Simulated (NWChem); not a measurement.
System: C$_{2}$H$_{7}$FOSi; SMILES CC[SiH](O)F

Excerpt of the output:

```
             Northwest Computational Chemistry Package (NWChem) 7.3.0
             --------------------------------------------------------

 C1  symmetry detected

                             Geometry "geometry" -> ""
                             -------------------------

 Output coordinates in angstroms (scale by  1.889725989 to convert to a.u.)

  No.       Tag          Charge          X              Y              Z
 ---- ---------------- ---------- -------------- -------------- --------------
    1 Si                  14.0000     0.00294656     0.52208003     0.33899866
    2 O                    8.0000    -1.51601002     0.79062623    -0.26058862
    3 F                    9.0000     0.88105197     1.77780500    -0.18635414
    4 C                    6.0000     0.75917098    -1.05586877    -0.30727608
    5 C                    6.0000    -0.03070947    -2.31876357     0.03339325
    6 H                    1.0000     0.01733112     0.57545855     1.82832502
    7 H                    1.0000    -2.15916247     0.07849538    -0.23162524
    8 H                    1.0000     0.87037639    -0.94695463    -1.40031766
    9 H                    1.0000     1.78546685    -1.12162016     0.09499458
   10 H                    1.0000    -0.14686561    -2.44963062     1.12172990
   11 H                    1.0000     0.46198843    -3.22545134    -0.34982818
   12 H                    1.0000    -1.04254317    -2.29687833    -0.40406649

 Effective nuclear repulsion energy (a.u.)     248.5974804792

                                 NWChem DFT Module
                                 -----------------

 Summary of "ao basis" -> "ao basis" (spherical)
 ------------------------------------------------------------------------------
       Tag                 Description            Shells   Functions and Types
 ---------------- ------------------------------  ------  ---------------------
 Si                        def2-svpd                10       24   5s3p2d
 O                         def2-svpd                 9       23   4s3p2d
 F                         def2-svpd                 9       23   4s3p2d
 C                         def2-svpd                 8       20   4s2p2d
 H                         def2-svpd                 4        8   2s2p

            General Information
            -------------------
          SCF calculation type: DFT
          Wavefunction type:  closed shell.
          No. of atoms     :    12
          No. of electrons :    50
           Alpha electrons :    25
            Beta electrons :    25
          Charge           :     0
          Spin multiplicity:     1
          Use of symmetry is: off; symmetry adaption is: off
          Maximum number of iterations: 150
          AO basis - number of functions:   166
                     number of shells:    72
          Convergence on energy requested:  1.00D-06
          Convergence on density requested:  1.00D-05
          Convergence on gradient requested:  5.00D-04

              XC Information
              --------------
                  TPSS metaGGA Exchange Functional  1.000
             TPSS03 metaGGA Correlation Functional  1.000

             Grid Information
             ----------------
          Grid used for XC integration:  medium
          Radial quadrature: Mura-Knowles
          Angular quadrature: Lebedev.
          Tag              B.-S. Rad. Rad. Pts. Rad. Cut. Ang. Pts.
          ---              ---------- --------- --------- ---------
          Si                  1.10       88          11.0       590
          O                   0.60       49          12.0       434
          F                   0.50       49          13.0       434
          C                   0.70       49          12.0       434
          H                   0.35       45          13.0       434
          Grid pruning is: on
          Number of quadrature shells:   599
          Spatial weights used:  Erf1

      Superposition of Atomic Density Guess
      -------------------------------------

 Sum of atomic energies:        -541.47545302

      Non-variational initial energy
      ------------------------------

 Total energy =    -543.742349
 1-e energy   =   -1240.615312
 2-e energy   =     448.275482
 HOMO         =      -0.343188
 LUMO         =       0.034068

     ---------------------------------------------
      Total Density - Mulliken Population Analysis
     ---------------------------------------------

    Atom       Charge   Shell Charges
 -----------   ------   -------------------------------------------------------
    1 Si  14    12.20   2.00  1.99  0.89 -0.20  0.06  5.93  0.88  0.26  0.31  0.08
    2 O    8     9.01   1.99  1.11  0.64  0.08  3.10  1.93  0.16  0.00  0.00
    3 F    9     9.84   1.99  1.15  0.78  0.10  3.52  2.12  0.17  0.00  0.01
    4 C    6     6.88   1.99  0.99 -0.03  0.12  2.07  1.40  0.02  0.32
    5 C    6     6.00   1.99  0.98 -0.31  0.03  2.03  1.08  0.03  0.17
    6 H    1     1.02   0.70  0.28  0.01  0.03
    7 H    1     0.65   0.55  0.05  0.06 -0.01
    8 H    1     0.86   0.67  0.09  0.02  0.07
    9 H    1     0.86   0.67  0.11  0.02  0.05
   10 H    1     0.87   0.69  0.11  0.02  0.05
   11 H    1     0.90   0.69  0.14  0.02  0.05
   12 H    1     0.92   0.69  0.14  0.02  0.06

   convergence    iter        energy       DeltaE   RMS-Dens  Diis-err
 ---------------- ----- ----------------- --------- --------- ---------
 d= 0,ls=0.0,diis     1   -544.7845508708 -7.93D+02  1.29D-02  8.38D-01
 d= 0,ls=0.0,diis     2   -544.6087876706  1.76D-01  6.66D-03  2.97D+00
 d= 0,ls=0.0,diis     3   -544.8832757074 -2.74D-01  1.19D-03  2.90D-02
 d= 0,ls=0.0,diis     4   -544.8852599477 -1.98D-03  4.92D-04  6.21D-03
 d= 0,ls=0.0,diis     5   -544.8859741938 -7.14D-04  1.24D-04  6.72D-04
  Resetting Diis
 d= 0,ls=0.0,diis     6   -544.8860511909 -7.70D-05  3.26D-05  3.84D-05
 d= 0,ls=0.0,diis     7   -544.8860543597 -3.17D-06  2.42D-05  5.69D-06
 d= 0,ls=0.0,diis     8   -544.8860529215  1.44D-06  1.57D-05  2.09D-05
 d= 0,ls=0.0,diis     9   -544.8860549155 -1.99D-06  1.75D-06  1.08D-07
 d= 0,ls=0.0,diis    10   -544.8860549266 -1.10D-08  4.75D-07  8.23D-09

         Total DFT energy =     -544.886054926554
      One electron energy =    -1245.014999526923
           Coulomb energy =      505.064754077310
    Exchange-Corr. energy =      -53.533289956180
 Nuclear repulsion energy =      248.597480479239

 Numeric. integr. density =       50.000000429752

                       DFT Final Molecular Orbital Analysis
                       ------------------------------------

 Vector   23  Occ=2.000000D+00  E=-3.196362D-01
              MO Center= -3.5D-01,  1.6D-02,  5.3D-02, r^2= 4.1D+00
   Bfn.  Coefficient  Atom+Function         Bfn.  Coefficient  Atom+Function
  ----- ------------  ---------------      ----- ------------  ---------------
    30      0.304088   2 O  py               29     -0.234682   2 O  px
    33      0.203081   2 O  py              111      0.188469   6 H  s
     4      0.186752   1 Si s                77     -0.185431   4 C  pz
   135     -0.185835   9 H  s               127      0.184581   8 H  s
    54      0.178623   3 F  pz               32     -0.145902   2 O  px

 Vector   24  Occ=2.000000D+00  E=-3.062458D-01
              MO Center= -7.9D-01,  2.4D-01, -1.5D-01, r^2= 3.2D+00
   Bfn.  Coefficient  Atom+Function         Bfn.  Coefficient  Atom+Function
  ----- ------------  ---------------      ----- ------------  ---------------
    31      0.492983   2 O  pz               34      0.334388   2 O  pz
    53      0.151562   3 F  py              151     -0.139178  11 H  s
    76     -0.128764   4 C  py               28     -0.118625   2 O  s
    75      0.110032   4 C  px                9     -0.107988   1 Si px
    10      0.103576   1 Si py              111     -0.104081   6 H  s

 Vector   25  Occ=2.000000D+00  E=-2.623946D-01
              MO Center= -1.1D-01, -1.8D-01,  1.3D-01, r^2= 3.7D+00
   Bfn.  Coefficient  Atom+Function         Bfn.  Coefficient  Atom+Function
  ----- ------------  ---------------      ----- ------------  ---------------
    31      0.270262   2 O  pz               76      0.266723   4 C  py
   111     -0.225038   6 H  s                34      0.193110   2 O  pz
    75     -0.168364   4 C  px               30      0.166961   2 O  py
   151      0.152821  11 H  s                29     -0.149111   2 O  px
    10     -0.138204   1 Si py              112     -0.136347   6 H  s

 Vector   26  Occ=0.000000D+00  E=-1.812243D-02
              MO Center= -1.5D+00, -7.8D-01, -1.9D-02, r^2= 6.5D+00
   Bfn.  Coefficient  Atom+Function         Bfn.  Coefficient  Atom+Function
  ----- ------------  ---------------      ----- ------------  ---------------
    94      1.525774   5 C  s                93      1.135516   5 C  s
     5      1.018448   1 Si s               160     -0.920900  12 H  s
   144     -0.662299  10 H  s                35     -0.566365   2 O  px
    74     -0.525146   4 C  s               152     -0.522891  11 H  s
   136     -0.418287   9 H  s               164     -0.376870  12 H  px

 Vector   27  Occ=0.000000D+00  E= 5.481320D-03
              MO Center= -1.8D-01,  2.1D-01,  2.8D-01, r^2= 8.1D+00
   Bfn.  Coefficient  Atom+Function         Bfn.  Coefficient  Atom+Function
  ----- ------------  ---------------      ----- ------------  ---------------
     5      1.866800   1 Si s                94     -1.500622   5 C  s
    28     -0.874638   2 O  s               152      0.873866  11 H  s
    51     -0.786395   3 F  s                14     -0.759983   1 Si pz
   144      0.742998  10 H  s                 4      0.560562   1 Si s
    74     -0.488474   4 C  s                93     -0.482267   5 C  s

 Vector   28  Occ=0.000000D+00  E= 1.795714D-02
              MO Center=  1.1D+00, -6.8D-01,  2.7D-01, r^2= 8.1D+00
   Bfn.  Coefficient  Atom+Function         Bfn.  Coefficient  Atom+Function
  ----- ------------  ---------------      ----- ------------  ---------------
    28     -1.846562   2 O  s                74      1.818939   4 C  s
     5      1.774499   1 Si s               152     -1.497967  11 H  s
   136     -1.227595   9 H  s                 4     -1.198839   1 Si s
    73      1.199287   4 C  s                94      1.039611   5 C  s
    93      0.929308   5 C  s               128     -0.860659   8 H  s

     ---------------------------------------------
      Total Density - Mulliken Population Analysis
     ---------------------------------------------

    Atom       Charge   Shell Charges
 -----------   ------   -------------------------------------------------------
    1 Si  14    12.59   2.00  1.98  1.02 -0.47  0.10  5.92  1.18  0.32  0.46  0.08
    2 O    8     8.64   1.99  1.08  0.64  0.13  2.89  1.71  0.19  0.01 -0.00
    3 F    9     9.69   1.99  1.14  0.79  0.18  3.34  1.99  0.24  0.00  0.01
    4 C    6     6.57   1.99  0.93 -0.04  0.15  2.13  1.04  0.03  0.34
    5 C    6     5.67   1.98  0.93 -0.37  0.05  2.12  0.74  0.03  0.18
    6 H    1     1.04   0.76  0.24  0.01  0.03
    7 H    1     0.83   0.71  0.04  0.06  0.02
    8 H    1     0.97   0.77  0.13  0.02  0.05
    9 H    1     0.98   0.77  0.15  0.02  0.04
   10 H    1     0.97   0.78  0.13  0.02  0.04
   11 H    1     1.01   0.78  0.18  0.02  0.03
   12 H    1     1.04   0.78  0.19  0.02  0.06

     -------------------------------------------
      Total Density - Lowdin Population Analysis
     -------------------------------------------

    Atom       Charge   Shell Charges
 -----------   ------   -------------------------------------------------------
    1 Si  14    13.07   2.00  1.89  0.34  0.15  0.11  5.80  1.08  0.56  0.66  0.47
    2 O    8     8.23   1.97  0.84  0.47  0.11  2.70  1.72  0.26  0.01  0.16
    3 F    9     9.37   1.98  0.99  0.66  0.13  3.20  1.98  0.30  0.00  0.12
    4 C    6     6.17   1.96  0.48  0.20  0.12  1.86  1.00  0.05  0.50
    5 C    6     5.95   1.96  0.46  0.19  0.11  1.81  0.95  0.07  0.39
    6 H    1     1.06   0.62  0.31  0.02  0.11
    7 H    1     1.08   0.50  0.13  0.18  0.27
    8 H    1     1.01   0.57  0.17  0.06  0.22
    9 H    1     1.02   0.57  0.17  0.06  0.22
   10 H    1     1.01   0.57  0.17  0.06  0.21
   11 H    1     1.01   0.57  0.17  0.06  0.21
   12 H    1     1.02   0.57  0.17  0.06  0.22

     Multipole analysis of the density
     ---------------------------------

     L   x y z        total         alpha         beta         nuclear
     -   - - -        -----         -----         ----         -------
     0   0 0 0     -0.000000    -25.000000    -25.000000     50.000000

     1   1 0 0     -0.276693     -0.138347     -0.138347      0.000000
     1   0 1 0     -1.184249     -0.592124     -0.592124      0.000000
     1   0 0 1      0.150301      0.075151      0.075151      0.000000

     2   2 0 0    -26.912903    -82.674421    -82.674421    138.435938
     2   1 1 0      0.439442      3.031129      3.031129     -5.622816
     2   1 0 1      0.004159      0.236988      0.236988     -0.469817
     2   0 2 0    -30.939993   -194.707189   -194.707189    358.474384
     2   0 1 1      0.865265     -1.160012     -1.160012      3.185290
     2   0 0 2    -28.684169    -32.104825    -32.104825     35.525481
```

Level: TPSS/def2-SVPD. The geometry was optimised at PBE0/def2-SVP. Not confirmed as a minimum by frequencies.

### Question
Write an input that gives this output.

### Answer
This is not unique; one that fits is the input that was run:
```
start job
memory heap 200 mb stack 900 mb global 1100 mb
geometry units angstroms noautoz
  Si     0.026641     0.525293     0.324573
  O     -1.477124     0.840101    -0.290600
  F      0.950611     1.747800    -0.200466
  C      0.735862    -1.081008    -0.304928
  C     -0.098515    -2.314804     0.036294
  H      0.029417     0.587849     1.813609
  H     -2.143786     0.149868    -0.263132
  H      0.860429    -0.982947    -1.397556
  H      1.755758    -1.178101     0.107156
  H     -0.228716    -2.434672     1.124308
  H      0.367247    -3.239787    -0.336754
  H     -1.105097    -2.262260    -0.410572
end
basis spherical
  * library def2-svpd
end
dft
  xc xtpss03 ctpss03
  iterations 150
  mulliken
end
task dft energy
```
